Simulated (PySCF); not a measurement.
```xyz
4
charge 0 multiplicity 3, angstrom
Ru    0.0000    0.0000    0.0110
S     0.0000    0.0000   -2.0217
Cl   -2.0101    0.0000    0.9082
Cl    2.0101    0.0000    0.9082
```

Method: UPBE0 in PySCF with Ru def2-SVP with ECP28, S def2-SVP, Cl def2-SVP; scalar-relativistic core potentials, no spin–orbit coupling; density-fitted integrals.

This geometry of RuSCl₂ is a stationary point at this level.

What is the point group?

C2v.

Is it a minimum?

Yes: all harmonic wavenumbers are real.

Which band is strongest in the infrared?

443 cm⁻¹ (b2), 73 km/mol.

What is the atomisation energy, with and without zero-point energy?

1018 kJ/mol without, 1008 kJ/mol with.

Only a few start shapes were tried, so a lower isomer may exist. With open d or f shells other occupations or spin states may lie lower.
